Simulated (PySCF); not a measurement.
Gas-phase reaction: ZnF2 + 2 Cl ⇌ ZnCl2 + 2 F

Energies from PySCF, thermal terms from the rigid-rotor harmonic-oscillator model, ideal gas at 1 bar. † marks an energy on the PBE0/def2-TZVP geometry and frequencies. MP2 and CCSD(T) freeze the core. Open shells (unrestricted): Cl (multiplicity 2), F (multiplicity 2); the rest are closed-shell singlets. Spin-orbit splitting is ignored; it lowers the true energy and changes the entropy of Cl, F. Zn: all electrons, no relativistic terms. MP2 isn't extrapolated to the basis-set limit. CCSD(T) isn't extrapolated to the basis-set limit.

| level | ΔH°(298 K), kJ |
|---|---|
| BLYP/def2-TZVP† | (withheld) |
| CCSD(T)/def2-SVP† | (withheld) |
| CCSD(T)/def2-TZVPP† | 146 |
| HF/def2-TZVP† | 13 |
| M06-2X/def2-TZVP† | 127 |
| MP2/def2-SVP† | 168 |
| r2SCAN/def2-TZVP† | (withheld) |
| LDA/def2-TZVP† | (withheld) |

Problem. Some entries are withheld; supply them.

Solution. 
- BLYP/def2-TZVP†, ΔH°(298 K), kJ: 193
- CCSD(T)/def2-SVP†, ΔH°(298 K), kJ: 141
- r2SCAN/def2-TZVP†, ΔH°(298 K), kJ: 134
- LDA/def2-TZVP†, ΔH°(298 K), kJ: 209
